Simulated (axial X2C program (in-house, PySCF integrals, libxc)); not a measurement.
## Ionising LiIn

Calculated with an in-house all-electron X2C program for linear molecules (integrals from PySCF), spin-free (one-electron X2C) or two-component (2c: spin–orbit coupling with atomic mean-field Coulomb and Gaunt terms, which also bring small scalar terms), in Dyall basis sets with cores contracted in-house; open shells are unrestricted.

Basis sets: In dyall-cv3z, Li dyall-cv3z. Frozen shells (counts by l): LiIn In 4s3p1d, Li 1s, 14 electrons correlated; LiIn⁺ In 4s3p1d, Li 1s, 13 electrons correlated. Coupled cluster in natural virtuals with an MP2 remainder. Where the outer core of a metal is frozen, bonds come out longer and ionisation energies lower.

```csv
Hamiltonian,level,LiIn state,Re (Å),ωe (cm⁻¹),De (eV)
spin-free,HF,"M_S = 0, Λ = 0",3.046,271.2,0.12
spin-free,r2SCAN0,"M_S = 0, Λ = 0",2.986,273.2,0.81
spin-free,PBE0,"M_S = 0, Λ = 0",3.001,267.1,0.88
spin-free,MP2,"M_S = 0, Λ = 0",2.984,273.6,0.75
spin-free,CCSD,"M_S = 0, Λ = 0",2.997,268.0,0.96
spin-free,CCSD(T),"M_S = 0, Λ = 0",2.996,264.2,n/a
2c,HF,Ω = 0,3.026,268.3,n/a
2c,r2SCAN0,Ω = 0,2.977,271.6,n/a
2c,PBE0,Ω = 0,2.990,264.7,n/a
2c,MP2,Ω = 0,2.968,270.5,0.65
2c,CCSD,Ω = 0,2.980,268.0,0.81
2c,CCSD(T),Ω = 0,2.983,261.7,n/a
```

Adiabatic ionisation energy (minimum to minimum, no zero-point term) and constants of LiIn⁺:

```csv
Hamiltonian,level,LiIn⁺ state,IE (eV),Re (Å),ωe (cm⁻¹),De (eV),fragments
spin-free,HF,"M_S = 1/2, Λ = 0",4.16,3.251,189.1,1.17,In+ + Li
spin-free,r2SCAN0,"M_S = 1/2, Λ = 0",4.93,3.189,198.0,1.29,In + Li+
spin-free,PBE0,"M_S = 1/2, Λ = 0",5.07,3.214,186.9,1.38,In + Li+
spin-free,MP2,"M_S = 1/2, Λ = 0",4.89,3.255,185.7,1.20,In + Li+
spin-free,CCSD,"M_S = 1/2, Λ = 0",5.07,3.212,196.8,1.24,In + Li+
spin-free,CCSD(T),"M_S = 1/2, Λ = 0",5.09,3.215,196.0,1.24,In + Li+
2c,HF,Ω = 1/2,4.18,3.241,189.7,1.13,In + Li+
2c,r2SCAN0,Ω = 1/2,4.95,3.186,197.8,n/a,In + Li+
2c,PBE0,Ω = 1/2,5.09,3.210,186.7,n/a,In + Li+
2c,MP2,Ω = 1/2,4.92,3.246,185.4,1.07,In + Li+
2c,CCSD,Ω = 1/2,5.07,3.206,196.6,1.08,In + Li+
2c,CCSD(T),Ω = 1/2,5.11,3.210,195.8,1.08,In + Li+
```

Q: Add the zero-point terms to the ionisation energy at CCSD(T), 2c, and say whether the electron removed was bonding.

A: IE0 = IE + (ωe⁺ − ωe)/2 = 5.11 + (-0.004) = 5.11 eV. Re changes by 0.227 Å, so the bond lengthens, as on loss of a bonding electron.

Each entry is the lowest single determinant of a limited PBE0 search at one distance. De goes to single-determinant-based atoms at the same level (for ions the charge split of lowest energy) and is withheld (n/a) where an atom does not fit its ground term or J level. Main or longest-lived isotopes. One determinant is a doubtful description, or other states lie close, for LiIn; these need not be ground states, and all values refer to the states named. The functionals have no current term, which raises determinants with orbital currents.
